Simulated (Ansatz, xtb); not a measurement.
Relative energy of two structures of CH3CaGa

We compare X, `[CH3][Ca][Ga]`, a triplet, with Y, a triplet given by its coordinates. Both are isolated molecules in the gas phase, relaxed with B3LYP-D3(BJ)/6-311G**.

X (Å):

```xyz
6

C    -0.7653    0.0091   -0.3476
Ca    1.4149    0.8472   -0.7870
Ga    3.4638    3.0346    0.0572
H    -1.4496    0.0922   -1.2042
H    -0.7809   -1.0474   -0.0437
H    -1.2357    0.5698    0.4741
```

Y (Å):

```xyz
6

C    -0.2730    0.4554   -0.2184
Ca    1.7421    0.0335   -1.5764
Ga    1.1968    2.2336    0.4948
H    -0.9255    0.6239   -1.0903
H    -0.1521   -0.6445   -0.1217
H    -0.8831    0.7363    0.6462
```

Close contacts (Å): C1–Ca2 2.47, C1–Ga3 2.41, Ca2–Ga3 3.07, C1–H4 1.10, C1–H5 1.11, C1–H6 1.09, Ca2–H5 2.48.

Problem. Estimate E(Y) − E(X) at the level CCSD(T)/def2-TZVPP.

Solution. Calculated at CCSD(T)/def2-TZVPP: E(Y) − E(X) = −1.39 kcal/mol, so structure Y lies lower.

How the difference moves with the method:

```csv
level,geometry,E(Y) − E(X) (kcal/mol),departure from the last row (kcal/mol),"job, with rough time for the two"
B3LYP-D3(BJ)/6-311G**,B3LYP-D3(BJ)/6-311G**,+0.16,+1.55,"optimisation, 8.2 min"
HF/def2-TZVPP,B3LYP-D3(BJ)/6-311G**,+1.22,+2.61,part of the CCSD(T) run
MP2/def2-TZVPP,B3LYP-D3(BJ)/6-311G**,−1.59,−0.20,part of the CCSD(T) run
CCSD(T)/def2-TZVPP,B3LYP-D3(BJ)/6-311G**,−1.39,,"single point, 7.3 min"
```

HF/def2-TZVPP puts the two in the other order. B3LYP-D3(BJ)/6-311G** finds them nearly level. The largest departure from CCSD(T)/def2-TZVPP is that of HF/def2-TZVPP, 2.61 kcal/mol. Levels run at GFN2-xTB geometries aren't shown. The triplet state of X needn't be its ground state. The triplet state of Y needn't be its ground state.

With harmonic frequencies from B3LYP-D3(BJ)/6-311G** (ideal gas, rigid rotor, one conformer each, 298.15 K, 1 atm): on the last row, ΔE + ΔZPE = −1.25 kcal/mol. A mode under 50 cm⁻¹ makes harmonic enthalpies and free energies unreliable, so none is given.

Open shells are spin-unrestricted. The correlated steps freeze 15 core orbitals; the filled d shell of Ga is correlated; the last core shell of Ca is correlated, in a basis made for valence electrons. Codes used: Ansatz 0.2.0; the last row on 2 threads of Arm Neoverse V1 on a shared host.
